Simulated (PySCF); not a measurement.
An equivalent PySCF input for Xe(3+) (xenon, charge +3), [Kr] 4d10 5s2 5p3, high-spin 4S determinant, with a scalar-relativistic core potential:

```python
from pyscf import gto, scf, dft, mp, cc
import basis_set_exchange as bse
txt = bse.get_basis("def2-SVP", elements=["Xe"], fmt="nwchem", header=False)
cut = txt.index("\nECP")
mol = gto.M(atom="Xe 0 0 0", charge=3, spin=3, symmetry="D2h",
            basis=gto.basis.parse(txt[:cut]),
            ecp={"Xe": gto.basis.parse_ecp(txt[cut:])})
mf = dft.UKS(mol, xc="MN15")
mf.irrep_nelec = {'Ag': (4, 4), 'B1g': (1, 1), 'B2g': (1, 1), 'B3g': (1, 1), 'B1u': (2, 1), 'B2u': (2, 1), 'B3u': (2, 1)}
mf.kernel()
```

It reaches the same state as the run whose output follows, with an energy that differs only through the grid. The run itself started from symmetry-adapted Hartree-Fock orbitals and held the occupation by maximum overlap, on a logarithmic radial grid, so the iterations belong to that start.

```
SCF conv_tol = 1e-09
number electrons alpha = 13  beta = 10
XC functionals = MN15
    H. S. Yu, X. He, S. L. Li, and D. G. Truhlar.,  Chem. Sci. 7, 5032-5051 (2016)
    H. S. Yu, X. He, S. L. Li, and D. G. Truhlar.,  Chem. Sci. 7, 5032-5051 (2016)
cycle= 1 E= -326.224203346786  delta_E= -0.0213  |g|= 0.12  |ddm|= 0.344
cycle= 2 E= -326.225719051092  delta_E= -0.00152  |g|= 0.0619  |ddm|= 0.201
cycle= 3 E= -326.226298223627  delta_E= -0.000579  |g|= 0.000482  |ddm|= 0.0666
cycle= 4 E= -326.226298284169  delta_E= -6.05e-08  |g|= 3.47e-05  |ddm|= 0.00133
cycle= 5 E= -326.226298284898  delta_E= -7.29e-10  |g|= 2.2e-06  |ddm|= 0.000186
converged SCF energy = -326.226298284898  <S^2> = 3.7508546  2S+1 = 4.0004273
```

Energies and moments cover only the electrons outside the core potential.
